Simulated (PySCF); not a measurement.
Molecule: Hydroxydifluoroborane (OB(F)F, BF$_{2}$HO).

Numbering as in the mapped SMILES `[OH:1][B:2]([F:3])[F:4]`. Each H is labelled by its parent atom.

Spin–spin couplings on one PBE0-D3(BJ)/def2-SVP geometry, PySCF 2.14.0 with density-fitted response routines, gas phase, non-relativistic, equivalent pairs averaged; isotopes 17O, 1H, 11B, 19F; basis pcJ-1.

Question: How do the couplings (Hz) change with the functional? Times are CPU seconds on shared hosts with different chips, so compare them loosely; the GGAs took longer than the global hybrids here, which isn't the general rule, and the cause wasn't traced.

Answer: 
```
functional  functions  1J(O1,H(O1))  1J(B2,F3)  1J(O1,B2)  2J(F3,F4)  2J(O1,F3)  2J(B2,H(O1))  3J(F3,H(O1))  core-s
        HF        118        -116.3       80.9      -42.4       38.1      -14.8          -9.3           7.8     2.6
       LDA        118         -73.8     -110.5      -15.6     -229.0       12.0          -1.1           5.2     3.3
       PBE        118         -76.2     -109.4      -17.7     -206.2        8.8          -1.2           6.4     5.2
       KT2        118         -77.1     -149.4       -9.6     -239.4       15.4          -2.5           4.7     5.5
     B3LYP        118         -86.9      -68.7      -23.1     -152.9        4.0          -2.4           7.4     4.9
      PBE0        118         -83.4      -66.6      -22.7     -144.3        3.9          -2.6           6.8     4.9
     B97-2        118         -83.1      -67.1      -23.6     -157.4        5.3          -3.0           6.1     4.8
 BHandHLYP        118         -98.0      -14.4      -30.0      -79.6       -2.9          -4.3           8.0     5.1
 CAM-B3LYP        118         -88.0      -57.7      -24.5     -142.7        2.8          -2.4           7.6     6.2
```
